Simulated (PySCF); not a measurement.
## Deuteron quadrupole couplings in `CC#Cc1ccc(C)cc1`

C10H10.
Cartesian coordinates in Å at the PBE0-D3(BJ)/def2-SVP level; atoms count from 1:
```xyz
20
C10H10 angstrom
C      5.344    0.803    0.604
C      3.892    0.815    0.612
C      2.677    0.828    0.621
C      1.249    0.838    0.630
C      0.523   -0.298    1.027
C     -0.866   -0.285    1.031
C     -1.585    0.853    0.644
C     -3.085    0.871    0.683
C     -0.858    1.981    0.245
C      0.532    1.980    0.237
H      5.753    1.601    1.245
H      5.739    0.957   -0.413
H      5.736   -0.158    0.974
H      1.065   -1.196    1.330
H     -1.409   -1.182    1.340
H     -3.500    1.569   -0.058
H     -3.506   -0.126    0.489
H     -3.449    1.192    1.674
H     -1.394    2.881   -0.068
H      1.081    2.870   -0.079
```

Level: PBE0/pcSseg-1 (PySCF, non-relativistic); Q(2H) = 0.00286 b; rigid geometry, the same for H and D, with no vibrational averaging.

Problem. What are Vzz, η and χzz (234.96 MHz × Q × Vzz) at all hydrogens?

Solution. 
```json
{"atom": "H11", "bonded to": "C1", "bond length (Å)": "1.102", "Vzz (au)": "0.2879", "η": "0.03", "χzz (kHz)": "193"}
{"atom": "H12", "bonded to": "C1", "bond length (Å)": "1.102", "Vzz (au)": "0.2879", "η": "0.03", "χzz (kHz)": "193"}
{"atom": "H13", "bonded to": "C1", "bond length (Å)": "1.101", "Vzz (au)": "0.2891", "η": "0.03", "χzz (kHz)": "194"}
{"atom": "H14", "bonded to": "C5", "bond length (Å)": "1.092", "Vzz (au)": "0.3035", "η": "0.07", "χzz (kHz)": "204"}
{"atom": "H15", "bonded to": "C6", "bond length (Å)": "1.094", "Vzz (au)": "0.3019", "η": "0.08", "χzz (kHz)": "203"}
{"atom": "H16", "bonded to": "C8", "bond length (Å)": "1.100", "Vzz (au)": "0.2925", "η": "0.03", "χzz (kHz)": "197"}
{"atom": "H17", "bonded to": "C8", "bond length (Å)": "1.100", "Vzz (au)": "0.2923", "η": "0.03", "χzz (kHz)": "196"}
{"atom": "H18", "bonded to": "C8", "bond length (Å)": "1.103", "Vzz (au)": "0.2877", "η": "0.02", "χzz (kHz)": "193"}
{"atom": "H19", "bonded to": "C9", "bond length (Å)": "1.094", "Vzz (au)": "0.3020", "η": "0.08", "χzz (kHz)": "203"}
{"atom": "H20", "bonded to": "C10", "bond length (Å)": "1.092", "Vzz (au)": "0.3034", "η": "0.07", "χzz (kHz)": "204"}
```

Problem. How does χzz go with the bond length over the 10 C–H bonds?

Solution. A straight-line fit has a slope of -10.3 kHz for each 0.01 Å, with a correlation coefficient of -0.99, over lengths from 1.092 to 1.103 Å. The longer bonds have the smaller couplings here.

Problem. Give the 2H NMR doublet splittings at H20 for a magnetic field along the z, y and x axes of the gradient: 3χ/2, 3χ(1 + η)/4, 3χ(1 − η)/4.

Solution. With |χ| = 203.9 kHz and η = 0.067: 306, 163 and 143 kHz, to first order and without motion.

Geometry: PBE0-D3(BJ)/def2-SVP; no solvent, vibrations or thermal averaging. These gradients aren't converged with respect to the basis.
